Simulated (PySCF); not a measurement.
**C4H7BF2: core ionisation energies**

Compound: C₄H₇BF₂.
Bonds: F1–B2, B2–F3, B2–C4, C4–C5, C5–C6, C6–C7, C5–C7. Hydrogens: H8, H9 on C4; H10 on C5; H11, H12 on C6; H13, H14 on C7.

The calculation used PySCF, delta-SCF UKS SCAN, pcX-2 on the ionised atom, pcseg-1 elsewhere, spin-free X2C. Each binding energy is the total energy of the core-ionised species, with the hole localised on one atom, minus that of the ground state; both are solved self-consistently, so orbital relaxation is included.

Q: Give the core binding energies atom by atom.

A: 
```json
{"atom(s)": "F1/F3", "bonded to": "B", "level": "F 1s", "binding energy (eV)": "693.45", "above the level's lowest (eV)": "0.00", "count": "2"}
{"atom(s)": "C5", "bonded to": "3 C and H", "level": "C 1s", "binding energy (eV)": "290.86", "above the level's lowest (eV)": "+0.22", "count": "1"}
{"atom(s)": "C4", "bonded to": "C, 2 H and B", "level": "C 1s", "binding energy (eV)": "290.78", "above the level's lowest (eV)": "+0.14", "count": "1"}
{"atom(s)": "C6/C7", "bonded to": "2 C and 2 H", "level": "C 1s", "binding energy (eV)": "290.64", "above the level's lowest (eV)": "0.00", "count": "2"}
{"atom(s)": "B2", "bonded to": "2 F and C", "level": "B 1s", "binding energy (eV)": "199.38", "above the level's lowest (eV)": "0.00", "count": "1"}
```

The 3 C 1s values lie within 0.22 eV of each other; Gaussian lines of 0.5 eV full width would blend them into one maximum.

Q: Which photon wavelength matches the C 1s of C5 threshold?

A: λ = hc/E = 12398.42 eV Å / 290.86 eV = 42.627 Å.

Q: Which effective nuclear charge Zeff reproduces each element's mean 1s value in the hydrogen-like formula E = 13.606 eV × Zeff²?

A: B (Z = 5): mean 199.4 eV, Zeff = 3.83, Z − Zeff = 1.17; C (Z = 6): mean 290.7 eV, Zeff = 4.62, Z − Zeff = 1.38; F (Z = 9): mean 693.4 eV, Zeff = 7.14, Z − Zeff = 1.86. Means run over the listed sites, weighted by atom count.

Topologically equivalent atoms share the value of their first member; where this conformer doesn't relate them by symmetry, their own values could differ. The structure is a single PBE0-D3(BJ)/def2-SVP conformer in the gas phase; no vibrational or solvent corrections.

Time: 76 s wall; peak memory 0.61 GiB. Hardware: one thread of an Arm Neoverse N1, shared host with 64 logical CPUs at a one-minute load of 60.

The values belong to the conformer `[F:1][B:2]([F:3])[CH2:4][CH:5]1[CH2:6][CH2:7]1`: F1–B2–C4–C5 -24°, B2–C4–C5–C6 -158°.
